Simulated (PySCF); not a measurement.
MnCl₃ (quintet). Level of theory: UPBE/[Mn def2-SVP, Cl def2-SVP], no relativity, density fitting, PySCF.

Harmonic bands of its minimum:

```csv
ω (cm⁻¹),IR (km/mol)
53,0.2
100,15.1
102,1.7
337,0.0
443,46.4
473,91.3
```

Question: The central atom is Mn. Infer the point group and assign the bands.

Answer: C2v. The modes span 2b2 + b1 + 3a1: 53 b2, 100 b1, 102 a1, 337 a1, 443 a1, 473 b2. The computed geometry has Mn–Cl 2.133 Å, Mn–Cl 2.153 Å (×2); Cl–Mn–Cl 109.8° (×2), Cl–Mn–Cl 140.4°.

Only a few start shapes were tried, so a lower isomer may exist. Open d and f shells are described by one determinant, and the ground state may have another occupation or spin.
